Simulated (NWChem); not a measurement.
Si2NH5ClF; SMILES N[Si@@H](F)[SiH2]Cl

```xyz
10

N      1.6750    -1.2446    -0.2585
Si    -0.0206    -1.3891    -0.0602
F     -0.4976    -2.3199     1.1854
Si    -0.8386     0.7812     0.2944
Cl     0.5247     1.8120     1.5164
H      2.2195    -0.6562     0.3616
H      2.2315    -2.0002    -0.6405
H     -0.5710    -2.0275    -1.2833
H     -0.9347     1.5356    -0.9831
H     -2.1602     0.8258     0.9716
```
Atoms are numbered in this order, from 1.

Program: NWChem. The geometry was optimised at B3LYP/6-31G* (spherical d). Level: PBE/def2-SVP with SMD (1 M gas to 1 M solution), gas-phase geometry. Reactions with the solvent are ignored.

| solvent | dielectric constant | solvation free energy (kcal/mol) | cavity-dispersion-structure term (kcal/mol) | dipole in solution (D) |
|---|---|---|---|---|
| water | 78.4 | -0.8 | 4.1 | 2.36 |
| methanol | 32.6 | -4.8 | 0.0 | 2.35 |
| dichloromethane | 8.93 | -4.6 | -0.2 | 2.30 |
| benzene | 2.27 | -3.1 | -0.5 | 2.12 |
| ethanol | 24.9 | -4.8 | -0.1 | 2.35 |
